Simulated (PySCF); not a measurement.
Substituent effects on chemical shifts

Parent skeleton `[CH:1]#[C:2][C:3](=[O:4])[CH:5]=[CH2:6]`; one hydrogen on atom 5 is replaced by X. Hydrogens on one atom are averaged.

One averaged value for each set of equivalent atoms, no solvent model, a single conformation, no relativistic terms. PBE0/pcSseg-1 with gauge-including orbitals; GFN2-xTB geometry; PySCF 2.14.0 with density-fitted response routines.

Shifts are taken against calculated references (same method and geometry level): TMS for 13C and 1H; 17O against H2O.

Four derivatives gave (δ, ppm):
| compound | C1 | C2 | C3 | O4 | C5 | C6 | H(C1) | H(C6) |
| --- | --- | --- | --- | --- | --- | --- | --- | --- |
| 1 | 91.1 | 82.6 | 180.0 | 662.7 | 150.0 | 144.8 | 2.93 | 7.33 |
| 2 | 93.3 | 85.8 | 178.0 | 671.7 | 148.5 | 148.1 | 3.03 | 7.07 |
| 3 | 97.1 | 81.8 | 181.7 | 597.3 | 155.0 | 139.2 | 3.19 | 6.98 |
| 4 | 90.5 | 82.2 | 180.8 | 669.5 | 146.1 | 151.2 | 2.97 | 7.45 |

Their substituents are CH2CN, CHO, COOH, SSiH3. Which is which?

Answers

1: X = CH2CN (C#CC(=O)C(=C)CC#N); 2: X = COOH (C#CC(=O)C(=C)C(=O)O); 3: X = SSiH3 (C#CC(=O)C(=C)S[SiH3]); 4: X = CHO (C#CC(=O)C(=C)C=O).

Unscaled 17O shifts of doubly bonded oxygen tend to come out too high, by tens of ppm or more. Experimental scales use liquid or dissolved standards, which lie at an offset from isolated H2O (liquid H2O: subtract about 36 ppm).
